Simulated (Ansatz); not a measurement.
Basis-set extrapolation for C5H8O2 (`C=C(CC)C(=O)O`) (PBE0-D4/def2-TZVP geometry, frozen core, the Gaussian-basis code of Ansatz). Multiplicity 1, RHF reference.

```
                      def2-TZVPP   def2-QZVPP
                 HF  -343.869384  -343.884697
    MP2 correlation    -1.288764    -1.378904
CCSD(T) correlation    -1.384121      not run
```

Energies in hartree. Use E(X) = E(∞) + A·exp(−7.88·√X) for Hartree–Fock and E(X) = E(∞) + B·X^(−2.97) for correlation, with X = 3 and 4, and add CCSD(T) minus MP2 of the smaller set to the MP2 limit.

Problem. What is the CCSD(T) energy at the basis-set limit?

Solution. HF limit: -343.884697 + (-0.015313) × 0.13774 = -343.88681. MP2 limit: -1.378904 + (-0.090140) × 0.74074 = -1.44567. Higher-order term: -1.384121 − (-1.288764) = -0.09536. Total: -345.42784 hartree, 4.74 eV below CCSD(T)/def2-TZVPP.
